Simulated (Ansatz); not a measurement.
`O=C=N[SiH](F)Cl` + `[F][AlH][F]` → `F[SiH2]Cl` + `O=C=[N][Al]([F])[F]`  (redistribution)

Computed with Ansatz on PBE0-D4/def2-TZVP structures; ΔE is electronic, products minus reactants. CCSD(T)/CBS adds triple-zeta CCSD(T) − MP2 to the extrapolated MP2 energy (def2 sets, frozen cores). This one scheme is used for every species. DFT in def2-TZVPP. B3LYP here is the variant with VWN-RPA as its local correlation; programs differ in this. One conformer a species, not always the lowest.

`O=C=N[SiH](F)Cl`:

Cartesian coordinates in Å:
```
O -2.521 -1.284 0.966
C -1.499 -0.950 0.534
N -0.435 -0.650 0.069
Si 0.835 0.375 -0.355
F 2.091 -0.007 0.526
Cl 0.350 2.306 0.032
H 1.178 0.211 -1.771
```

`[F][AlH][F]`:

Z-matrix (Å, degrees):
```
Al
F 1 1.639
F 1 1.639 2 118.0
H 1 1.559 2 121.0 3 180.0
```

`F[SiH2]Cl`:

```xyz
5

F    -1.406   -0.229   -0.712
Si   -0.063    0.048    0.091
Cl    1.514   -0.605   -1.018
H    -0.110   -0.719    1.350
H     0.065    1.504    0.290
```

`O=C=[N][Al]([F])[F]`:

```xyz
6

O    -0.872   -2.506    1.196
C    -0.520   -1.507    0.719
N    -0.157   -0.479    0.227
Al    0.354    1.021   -0.487
F     1.445    1.032   -1.700
F    -0.250    2.439    0.045
```

CCSD(T)/CBS gives -29.4 kJ/mol.

(1) Another level gave -18.3 kJ/mol. Which?
A. B3LYP/def2-TZVPP
B. PBE/def2-TZVPP
C. B97M-V/def2-TZVPP
D. HF/def2-TZVPP

(2) What do rigid-rotor, harmonic-oscillator terms from PBE0-D4/def2-TZVP frequencies (298.15 K, 1 bar) make of the CCSD(T)/CBS value? (Estimate.)

Largest T1 diagnostic among the species: 0.015.

## Answers

(1) C. B97M-V -18.3, B3LYP -31.1, PBE -26.5, HF/def2-TZVPP -37.1 kJ/mol.

(2) Computed: ΔZPE = +3.0 kJ/mol, ΔH = -26.6 kJ/mol, ΔS = 0 J/(mol·K), ΔG = -26.4 kJ/mol. Modes under 50 cm⁻¹ make the entropy rough.

Leaving LDA and LC-ωPBE aside and taking each functional with its dispersion term where it has one, the values, not all of them listed here, spread over 12.4 kJ/mol, from B2PLYP to B97M-V. LDA lies +7.2 kJ/mol from PBE without D4. The D4 term adds +3.5 kJ/mol with B3LYP and +2.0 kJ/mol with PBE0; it sums over pairs of atoms, weighted by their polarisabilities, and B3LYP, whose exchange is more repulsive, gets the larger term. At CCSD(T), def2-SVP lies −10.0 kJ/mol from the extrapolated value and def2-TZVPP −1.8 kJ/mol.
